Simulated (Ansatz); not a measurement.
Abridged output of a molecular run in Ansatz:

```
Functional definition: HF
1036 factors; integrals over basis functions are off by at most 9.3e-4 eV
mean field evaluation 1: about -22572.0994 eV, gradient 5.4e1 eV
mean field evaluation 2: about -22572.2093 eV, gradient 5.4e1 eV
mean field evaluation 4: about -22578.1597 eV, gradient 2.8e0 eV
mean field evaluation 8: about -22578.2360 eV, gradient 1.9e-1 eV
mean field -22578.23625318 eV, -829.7348782262 hartree, gradient 3.3e-6 eV, S^2 0.000000; 0 other end points of the search recorded, 0 dependent functions left out
12 core orbitals not correlated: weight in the atoms' cores, before any rotation towards them, 1.000 or more for the frozen orbitals, at most 0.000 for the correlated occupied ones
reference -22578.23625318 eV, -829.7348782262 hartree; 21, 21 occupied and 68, 68 virtual orbitals, 1036 factors
second order -21.23678982 eV of doubles, -0.00000000 eV of singles
cycle   1  -21.37492867 eV  change   -1.4e-1 eV  update   1.3e-1
cycle   2  -21.89390285 eV  change   -5.2e-1 eV  update   4.1e-2
cycle   3  -22.06583895 eV  change   -1.7e-1 eV  update   2.3e-2
cycle   4  -22.06173493 eV  change    4.1e-3 eV  update   5.5e-3
cycle   5  -22.05540520 eV  change    6.3e-3 eV  update   2.3e-3
cycle   6  -22.05535992 eV  change    4.5e-5 eV  update   6.8e-4
cycle   7  -22.05534055 eV  change    1.9e-5 eV  update   2.5e-4
cycle   8  -22.05522788 eV  change    1.1e-4 eV  update   9.0e-5
cycle   9  -22.05523115 eV  change   -3.3e-6 eV  update   3.7e-5
perturbative correction -0.39278451 eV, -0.0144345643 hartree
Total energy: -22600.68426884 eV, -830.5598275859 hartree
```

Its atoms:

```xyz
8

F    -0.3300   -1.4401   -2.1592
In   -1.1995   -0.5240   -0.6803
F    -2.0790    1.1700   -1.0550
F    -1.9101   -1.6112    0.7674
P     0.9848    0.4279    0.5576
H     2.2357    0.1405   -0.0181
H     1.2121    0.0137    1.8825
H     1.0859    1.8231    0.7051
```

Problem. Which basis set was used?
A. def2-TZVPPD
B. def2-SVP
C. def2-TZVPP
D. def2-QZVPP

Solution. B. It gives 101 functions.

Problem. Write the keys of the input that set method, charge and spin (a neutral closed shell needs none for the last two).

Solution. 
```yaml
correlation: {method: ccsd_t}
```
